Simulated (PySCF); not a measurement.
Species: n-propyl bromide, C3H7Br.
Cartesian coordinates in Å at the PBE0-D3(BJ)/def2-TZVP level; atoms count from 1:
```
atom  x, y, z in Å
C1    -1.0168    0.5481    0.3093
C2    -0.1951   -0.6084   -0.2270
C3     1.0014   -0.1904   -1.0472
Br4    2.3360    0.7620    0.0126
H5    -0.4273    1.1636    0.9912
H6    -1.3672    1.1914   -0.5026
H7    -1.8923    0.1859    0.8510
H8     0.1383   -1.2514    0.5927
H9    -0.8168   -1.2354   -0.8785
H10    1.5296   -1.0447   -1.4654
H11    0.7298    0.4939   -1.8502
```

Linear response at PBE0/aug-cc-pVTZ (PySCF, frozen core in the response, non-relativistic). Geometry: PBE0-D3(BJ)/def2-TZVP, one conformer, isolated molecule. Relativistic effects, spin–orbit coupling among them, are left out although an element past zinc is present.

Static isotropic polarisability: 61.27 au (9.08 Å³), principal values 53.3, 58.2, 72.3 au.

(1) What is the polarisability at 1064 nm and at the sodium D line?

(2) What is the isotropic C6 coefficient between two such molecules, C6 = (3/π)∫α(iω)² dω?

(3) Which effective excitation energy ω̄ makes London's formula C6 = (3/4)α²ω̄ exact here?

(4) How many electrons N does the Slater–Kirkwood formula C6 = (3/4)·√N·α^(3/2) need to give this C6?

(5) What molar refraction at the D line follows from R = (4π/3)·N_A·α′, with α′ the polarisability volume?

(6) What does −C6/R⁶ come to at R = 8 Å between centres?

(7) What three-body coefficient follows from the one-pole estimate C9 = (3/4)·α·C6?

(8) What n − 1 at the D line would an ideal gas of it have at 273.15 K and 1 atm (2.6868 × 10¹⁹ cm⁻³), by n − 1 = 2π·N·α′?

Answers

(1) 61.77 au at 1064 nm (+0.8 %), 62.95 au at 589.3 nm (+2.7 %). The rise at 589.3 nm is 3.36 times that at 1064 nm; a pure ω² law gives 3.26. The lowest singlet lies at 202 nm, shorter than both wavelengths.

(2) 1533 au (Eh·bohr⁶) by a ten-point quadrature over imaginary frequencies, which is 916 eV·Å⁶ or 88.4 J·nm⁶/mol.

(3) ω̄ = 4·C6/(3α²) = 0.544 Eh = 14.8 eV. A one-pole form α(ω) = α/(1 − ω²/ω̄²) fitted to the 1064 nm value gives 13.0 eV.

(4) N = (4·C6/3)²/α³ = 18.1; the species has 60 electrons in all.

(5) α′ = 9.33 Å³ gives R = 23.53 cm³/mol, for isolated, non-vibrating species.

(6) -340 J/mol. This is the leading, orientation-averaged term; C8 and higher terms are left out.

(7) 70400 au. This is an estimate from the two numbers above, not a computed integral.

(8) 15.75 × 10⁻⁴, a formal value whether or not that pressure can be reached.
